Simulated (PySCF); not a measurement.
**Working out the ionisation energy of Sb**

Sb [Kr] 4d10 5s2 5p3 (4S) → Sb⁺ [Kr] 4d10 5s2 5p2 (3P). Computed with PySCF 2.14 in x2c-QZVPPall (13s9p7d4f1g, 112 functions), with scalar relativity by spin-free X2C-1e. Frozen: [Kr] 4d10. Energies in hartree (1 hartree = 27.21139 eV):

| part | Sb (lower) | Sb⁺ (upper) |
| --- | --- | --- |
| UHF | -6478.038455 | -6477.723430 |
| CCSD correlation | -0.075897 | -0.060602 |
| (T) | -0.002897 | -0.001578 |

Question: What does Hartree-Fock give?

Answer: (-6477.723430) − (-6478.038455) = 0.315025 hartree = 8.572 eV.

Question: What do CCSD and CCSD(T) give?

Answer: The CCSD correlation energies differ by 0.015295 hartree = 0.416 eV and the triples by 0.001319 hartree = 0.036 eV, so CCSD gives 8.988 eV and CCSD(T) 9.024 eV.

Measured between the centres of the two terms (NIST): 9.124 eV, so CCSD(T) (valence) is off by -0.100 eV.

What remains against the reference includes basis incompleteness, the frozen core and higher excitations.
